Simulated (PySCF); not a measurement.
Breaking a bond: SiN, doublet.

Methods: ROKS-M06-2X = restricted open-shell M06-2X/6-31G (PySCF); UKS-M06-2X = unrestricted M06-2X/6-31G (PySCF 2.14.0); ROHF/6-31G (PySCF).

Magnitude of the dipole moment (D; its direction can reverse along the curve, and a method can change to another solution) and Mulliken charge of the fragment that holds Si1:

```json
[
 {"R / Å": "1.24", "μ ROKS-M06-2X": "1.27", "q ROKS-M06-2X": "0.51", "μ UKS-M06-2X": "1.24", "q UKS-M06-2X": "0.51", "μ ROHF": "0.89", "q ROHF": "0.68"},
 {"R / Å": "1.32", "μ ROKS-M06-2X": "1.60", "q ROKS-M06-2X": "0.52", "μ UKS-M06-2X": "1.57", "q UKS-M06-2X": "0.52", "μ ROHF": "1.24", "q ROHF": "0.69"},
 {"R / Å": "1.40", "μ ROKS-M06-2X": "1.90", "q ROKS-M06-2X": "0.53", "μ UKS-M06-2X": "1.86", "q UKS-M06-2X": "0.53", "μ ROHF": "1.62", "q ROHF": "0.70"},
 {"R / Å": "1.48", "μ ROKS-M06-2X": "2.17", "q ROKS-M06-2X": "0.54", "μ UKS-M06-2X": "2.12", "q UKS-M06-2X": "0.53", "μ ROHF": "2.01", "q ROHF": "0.71"},
 {"R / Å": "1.52", "μ ROKS-M06-2X": "2.29", "q ROKS-M06-2X": "0.54", "μ UKS-M06-2X": "2.23", "q UKS-M06-2X": "0.54", "μ ROHF": "2.21", "q ROHF": "0.71"},
 {"R / Å": "1.56", "μ ROKS-M06-2X": "2.41", "q ROKS-M06-2X": "0.54", "μ UKS-M06-2X": "2.33", "q UKS-M06-2X": "0.54", "μ ROHF": "2.40", "q ROHF": "0.71"},
 {"R / Å": "1.61", "μ ROKS-M06-2X": "2.55", "q ROKS-M06-2X": "0.54", "μ UKS-M06-2X": "2.45", "q UKS-M06-2X": "0.53", "μ ROHF": "2.64", "q ROHF": "0.71"},
 {"R / Å": "1.66", "μ ROKS-M06-2X": "2.68", "q ROKS-M06-2X": "0.54", "μ UKS-M06-2X": "2.54", "q UKS-M06-2X": "0.53", "μ ROHF": "2.86", "q ROHF": "0.70"},
 {"R / Å": "1.73", "μ ROKS-M06-2X": "2.84", "q ROKS-M06-2X": "0.53", "μ UKS-M06-2X": "2.70", "q UKS-M06-2X": "0.51", "μ ROHF": "3.17", "q ROHF": "0.69"},
 {"R / Å": "1.82", "μ ROKS-M06-2X": "3.04", "q ROKS-M06-2X": "0.52", "μ UKS-M06-2X": "2.75", "q UKS-M06-2X": "0.50", "μ ROHF": "3.53", "q ROHF": "0.67"}
]
```

The scan ran from 1.24 to 6.29 Å; beyond the distances shown one of the unrestricted levels run for this scan, shown here or not, changes its spin distribution in one step. The unrestricted determinant behind UKS-M06-2X is spin-contaminated at 1.82 Å (<S²> up to 0.9, against 0.75 for a pure doublet).
